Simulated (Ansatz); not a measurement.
cyclobutene (C4H6), singlet, at a GFN2-xTB geometry; Ansatz (a quantum-chemistry and plane-wave program) with PBE0/cc-pVQZ.

Ansatz was given this input:
Ansatz 0.2 input:
```yaml
crystal:
  periodic: [false, false, false]
  atoms:
    - {symbol: C, position_ang: [0.00522404, -0.65803470, 0.81160491]}
    - {symbol: C, position_ang: [0.00258559, 0.67078963, 0.80110802]}
    - {symbol: C, position_ang: [-0.00181609, -0.78077129, -0.68679068]}
    - {symbol: C, position_ang: [-0.00489486, 0.76981077, -0.69903932]}
    - {symbol: H, position_ang: [0.01043100, -1.40624811, 1.58354624]}
    - {symbol: H, position_ang: [0.00479724, 1.43111936, 1.56113280]}
    - {symbol: H, position_ang: [-0.89062366, -1.24422161, -1.11243761]}
    - {symbol: H, position_ang: [0.88461218, -1.24076490, -1.12106160]}
    - {symbol: H, position_ang: [0.87971347, 1.22640274, -1.14055069]}
    - {symbol: H, position_ang: [-0.89552237, 1.22294603, -1.13192670]}
basis:
  gaussian:
    orbitals: cc-pVQZ
hamiltonian:
  xc: pbe0
```

What does Ansatz print? Leave out banner, timings and long lists.


```
Functional definition: PBE0
1110 factors; their error is unknown
mean field evaluation 1: about -4232.0075 eV, gradient 6.1e1 eV
mean field evaluation 2: about -4226.0377 eV, gradient 7.8e1 eV
mean field evaluation 4: about -4240.7309 eV, gradient 9.4e-1 eV
mean field evaluation 8: about -4240.7336 eV, gradient 2.4e-2 eV
mean field evaluation 16: about -4240.7161 eV, gradient 5.1e-5 eV
mean field -4240.71610871 eV, -155.8434425343 hartree, gradient 2.4e-5 eV, S^2 0.000000; 0 other end points of the search recorded, 0 dependent functions left out
reference -4240.71614139 eV, -155.8434437355 hartree; 15, 15 occupied and 385, 385 virtual orbitals, 1110 factors
Total energy: -4240.71614139 eV, -155.8434437355 hartree
```
